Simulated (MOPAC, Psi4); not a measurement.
Relaxed torsion scan: C7H5NO, SMILES C(#N)c1ccccc1O, singlet. Scanned: dihedral C3–C8–O9–H14; all other coordinates were relaxed at GFN2-xTB. Points at φ and −φ are mirror images. Heavy atoms are numbered in the order of the SMILES N#Cc1ccccc1O, hydrogens after them in the order of the atoms that carry them; the mirror image has the same energies with the sign of each dihedral reversed.

- PM7, restricted, heats of formation // GFN2-xTB (MOPAC)
- PBE0-D3(BJ)/def2-SVP // GFN2-xTB (Psi4)
- PBE0/def2-SVP // GFN2-xTB (Psi4)

Energies in kcal/mol, each method relative to its own lowest point.

```json
[
 {"φ / °": "-160", "PM7": "1.2", "PBE0-D3(BJ)/def2-SVP": "3.3", "PBE0/def2-SVP": "3.2"},
 {"φ / °": "-140", "PM7": "2.3", "PBE0-D3(BJ)/def2-SVP": "4.7", "PBE0/def2-SVP": "4.7"},
 {"φ / °": "-120", "PM7": "3.4", "PBE0-D3(BJ)/def2-SVP": "6.3", "PBE0/def2-SVP": "6.2"},
 {"φ / °": "-100", "PM7": "4.0", "PBE0-D3(BJ)/def2-SVP": "7.1", "PBE0/def2-SVP": "7.0"},
 {"φ / °": "-80", "PM7": "3.6", "PBE0-D3(BJ)/def2-SVP": "6.6", "PBE0/def2-SVP": "6.5"},
 {"φ / °": "-60", "PM7": "2.5", "PBE0-D3(BJ)/def2-SVP": "4.9", "PBE0/def2-SVP": "4.8"},
 {"φ / °": "-40", "PM7": "1.2", "PBE0-D3(BJ)/def2-SVP": "2.6", "PBE0/def2-SVP": "2.6"},
 {"φ / °": "-20", "PM7": "0.3", "PBE0-D3(BJ)/def2-SVP": "0.7", "PBE0/def2-SVP": "0.7"},
 {"φ / °": "0", "PM7": "0.0", "PBE0-D3(BJ)/def2-SVP": "0.0", "PBE0/def2-SVP": "0.0"},
 {"φ / °": "20", "PM7": "0.3", "PBE0-D3(BJ)/def2-SVP": "0.7", "PBE0/def2-SVP": "0.7"},
 {"φ / °": "40", "PM7": "1.2", "PBE0-D3(BJ)/def2-SVP": "2.6", "PBE0/def2-SVP": "2.6"},
 {"φ / °": "60", "PM7": "2.5", "PBE0-D3(BJ)/def2-SVP": "4.9", "PBE0/def2-SVP": "4.8"},
 {"φ / °": "80", "PM7": "3.6", "PBE0-D3(BJ)/def2-SVP": "6.6", "PBE0/def2-SVP": "6.5"},
 {"φ / °": "100", "PM7": "4.0", "PBE0-D3(BJ)/def2-SVP": "7.1", "PBE0/def2-SVP": "7.0"},
 {"φ / °": "120", "PM7": "3.4", "PBE0-D3(BJ)/def2-SVP": "6.3", "PBE0/def2-SVP": "6.2"},
 {"φ / °": "140", "PM7": "2.3", "PBE0-D3(BJ)/def2-SVP": "4.7", "PBE0/def2-SVP": "4.7"},
 {"φ / °": "160", "PM7": "1.2", "PBE0-D3(BJ)/def2-SVP": "3.3", "PBE0/def2-SVP": "3.2"},
 {"φ / °": "180", "PM7": "0.8", "PBE0-D3(BJ)/def2-SVP": "2.7", "PBE0/def2-SVP": "2.6"}
]
```
